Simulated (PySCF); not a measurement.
This PySCF input asks for the NMR shieldings of `[NH2+]([BH3-])CO[Si](C)(C)C`, C₄H₁₆BNOSi; the geometry comes from PBE0-D3(BJ)/def2-SVP.

```python
import basis_set_exchange as bse
import numpy as np
from pyscf import gto, dft
from pyscf.prop import nmr

atoms = """
B     3.539320   -0.578151    0.174436
N     2.041143   -0.782769   -0.420622
C     1.257658    0.454015   -0.525045
O    -0.005082    0.202555   -1.022662
Si   -1.429579    0.230576   -0.099274
C    -1.700357    1.966656    0.544709
C    -2.766371   -0.297708   -1.283364
C    -1.233579   -0.977717    1.323556
H     4.100095    0.204782   -0.584539
H     3.386748   -0.121817    1.303549
H     4.050489   -1.690847    0.175665
H     2.091982   -1.215511   -1.345300
H     1.537426   -1.446960    0.170821
H     1.815578    1.122641   -1.198310
H     1.262587    0.908769    0.481093
H    -2.634258    2.025628    1.126297
H    -0.879922    2.291247    1.204033
H    -1.772634    2.684522   -0.287070
H    -3.748177   -0.317046   -0.784876
H    -2.829459    0.396241   -2.135408
H    -2.564894   -1.304896   -1.679196
H    -0.382794   -0.711047    1.972154
H    -2.133428   -0.981706    1.959374
H    -1.083014   -2.006588    0.959136
"""
names = dict.fromkeys(["B", "N", "C", "O", "Si", "H"], "pcSseg-1")
basis = {el: gto.basis.parse(bse.get_basis(n, elements=[el], fmt="nwchem")) for el, n in names.items()}
mol = gto.M(atom=atoms, basis=basis, charge=0, verbose=0)
mf = dft.RKS(mol, xc="CAM-B3LYP")
mf.grids.level = 2
mf.grids.alignment = dft.numint.BLKSIZE   # the property module wants whole blocks of grid points
mf.conv_tol = 1e-9
mf.kernel()

calc = nmr.RKS(mf)   # GIAO
C = mf.mo_coeff
Co = C[:, mf.mo_occ > 0]
resp = mf.gen_response(singlet=True, hermi=2)
def vind(x):   # induced exchange potential for any number of trial vectors
    d = np.einsum("pi,xij,qj->xpq", C, 2 * x.reshape(-1, C.shape[1], Co.shape[1]), Co, optimize=True)
    return np.einsum("xpq,pi,qj->xij", resp(d - d.transpose(0, 2, 1)), C, Co, optimize=True).ravel()
mo1, _ = nmr.rhf.solve_mo1(calc, with_cphf=vind)
sigma = calc.kernel(mo1)
for i, s in enumerate(sigma):   # ppm
    w = np.linalg.eigvalsh((s + s.T) / 2)
    print("%2d %-2s iso %8.1f  s11 %8.1f  s22 %8.1f  s33 %8.1f" % (i, mol.atom_pure_symbol(i), w.mean(), *w))
```

**Question.** What are the results?

**Answer.** 
```
 0 B  iso    125.2  s11    111.2  s22    113.2  s33    151.2
 1 N  iso    182.1  s11    150.6  s22    186.0  s33    209.7
 2 C  iso    105.7  s11     73.0  s22    102.8  s33    141.2
 3 O  iso    263.8  s11    223.7  s22    244.6  s33    323.1
 4 Si iso    314.8  s11    292.4  s22    312.1  s33    340.0
 5 C  iso    184.1  s11    174.9  s22    184.7  s33    192.7
 6 C  iso    182.8  s11    175.5  s22    182.7  s33    190.3
 7 C  iso    183.7  s11    174.5  s22    184.2  s33    192.3
 8 H  iso     29.6  s11     26.6  s22     27.7  s33     34.4
 9 H  iso     29.6  s11     26.3  s22     28.2  s33     34.2
10 H  iso     29.3  s11     26.4  s22     27.4  s33     34.1
11 H  iso     28.4  s11     22.4  s22     27.0  s33     35.7
12 H  iso     28.7  s11     22.2  s22     28.6  s33     35.4
13 H  iso     27.1  s11     21.7  s22     27.6  s33     31.9
14 H  iso     27.3  s11     22.3  s22     28.1  s33     31.3
15 H  iso     31.4  s11     27.4  s22     28.6  s33     38.3
16 H  iso     30.9  s11     26.4  s22     29.6  s33     36.8
17 H  iso     31.2  s11     27.2  s22     28.2  s33     38.1
18 H  iso     31.4  s11     27.4  s22     28.7  s33     38.2
19 H  iso     31.0  s11     26.8  s22     28.4  s33     37.6
20 H  iso     31.1  s11     26.8  s22     29.0  s33     37.5
21 H  iso     31.1  s11     27.2  s22     29.6  s33     36.5
22 H  iso     31.3  s11     27.2  s22     28.4  s33     38.4
23 H  iso     31.4  s11     28.0  s22     28.6  s33     37.6
```

These numbers come from an equivalent density-fitted implementation of the same equations, which agrees with the script to about 0.01 ppm for H and up to a few tenths of a ppm for heavy atoms, so last digits may differ.

**Question.** Turn these shieldings into chemical shifts. Referencing at the same level of theory: 11B (99.35 ppm) against BF3·OEt2; 15N (267.29 ppm) vs NH3; TMS for 13C (182.45 ppm) and 29Si (343.41 ppm) and 1H (31.33 ppm); 17O (338.55 ppm) vs H2O.

**Answer.** Averaging equivalent atoms: B 0: -25.9; N 1: 85.2; C 2: 76.8; C 5/6/7: -1.1; O 3: 74.8; Si 4: 28.6; H 13/14: 4.17; H 11/12: 2.78; H 8/9/10: 1.84; H 15/16/17/18/19/20/21/22/23: 0.12 ppm. Experimental scales use liquid or dissolved standards, which lie at an offset from isolated NH3 (liquid NH3: subtract about 20 ppm) and H2O (liquid H2O: subtract about 36 ppm).

Size and cost of the density-fitted run: 223 basis functions, 110 s wall time on 1 thread of an Arm Neoverse N1, shared host; peak memory 1.3 GiB.
